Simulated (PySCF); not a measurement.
# Reading the logs of faulty runs: AlC2H6N

Calculated results; nothing here was measured. The program is PySCF 2.14.0, an open-source quantum chemistry code, run on an isolated molecule that a program drew, which may never have been made. The molecule is AlC2H6N (charge 0, singlet), drawn as the SMILES string `C[CH2][Al]=[NH]`.

Each row is a Hartree-Fock (HF) and frozen-core CCSD(T) single point in the cc-pV(D+d)Z basis, meant for a local HF minimum. Run 1 is clean. Each other run has one planted mistake out of seven kinds, and not every kind appears here: one electron removed, one electron added, multiplicity raised by two, geometry at a saddle point, minimal basis STO-3G, one bond length entered in bohr, all coordinates scaled. The reference is restricted for singlets and unrestricted otherwise, and also for a bond in bohr. Adding or removing an electron swaps singlet and doublet. Electrons count all cores. HOMO and LUMO are orbital energies over both spins, the gradient is its largest component, and the lowest frequency (negative if imaginary) is given only where the gradient is small. Bond lengths are over the 9 bonds as drawn. T1 is the CCSD diagnostic: over 0.02 (restricted) or 0.045 (unrestricted) a single reference is doubtful.

Geometry of the clean run:
```xyz
10
AlC2H6N, angstrom
C    -1.1835   -0.3215   -0.5398
C    -0.2948   -0.0788    0.6929
Al    1.5207    0.5593    0.3276
N     3.0004    1.0794    0.0369
H    -1.3237    0.5918   -1.1222
H    -0.7532   -1.0726   -1.2060
H    -2.1731   -0.6757   -0.2416
H    -0.7654    0.6511    1.3603
H    -0.2018   -0.9993    1.2790
H     3.9188    1.4011   -0.1447
```

```
run  electrons  basis functions  <S^2>  HOMO (eV)  LUMO (eV)  gradient (hartree/bohr)  lowest frequency (cm^-1)  mean bond (Å)  longest bond (Å)      T1  HF (hartree)  CCSD(T) (hartree)                          mistake
  1         38               95  0.000      -8.82       2.24                  2.7e-05                       114         1.2834             1.959  0.0190    -375.55325         -376.13772                         no fault
  2         38               30  0.000      -4.61       9.24                  1.1e-01                         -         1.2834             1.959  0.0263    -370.95327         -371.22576             minimal basis STO-3G
  3         37               95  0.759     -16.77      -5.25                  9.0e-02                         -         1.2834             1.959  0.0118    -375.31895         -375.84277             one electron removed
  4         38               95  0.932      -8.61       1.18                  3.7e-02                         -         1.4355             2.908  0.0298    -375.43112         -375.98213  one bond length entered in bohr
  5         38               95  0.000      -9.28       2.63                  1.0e-01                         -         1.1858             1.810  0.0160    -375.48308         -376.04867                                ?
  6         39               95  1.004       0.89       7.70                  4.7e-02                         -         1.2834             1.959  0.0343    -375.49403         -376.09354                                ?
```

**Which mistake was planted in run 5, and what did it cost?**

The mean and the longest bond both change by the same factor, 0.924, and the gradient is no longer small. So the mistake is: all coordinates scaled. Subtracting run 1 and multiplying by 627.51 kcal/mol a hartree, the energy moved by 44.0 kcal/mol in HF and 55.9 kcal/mol in CCSD(T).

**Which mistake was planted in run 6, and what did it cost?**

It counts 39 electrons, one more than the clean run, at the same geometry and basis. So the mistake is: one electron added. Subtracting run 1 and multiplying by 627.51 kcal/mol a hartree, the energy moved by 37.2 kcal/mol in HF and 27.7 kcal/mol in CCSD(T).

Cautions from the logs. Run 2: T1 is over the limit, so its CCSD(T) energy is less reliable; run 6: the HOMO is above zero, so the electron isn't bound and the energy depends on the basis.
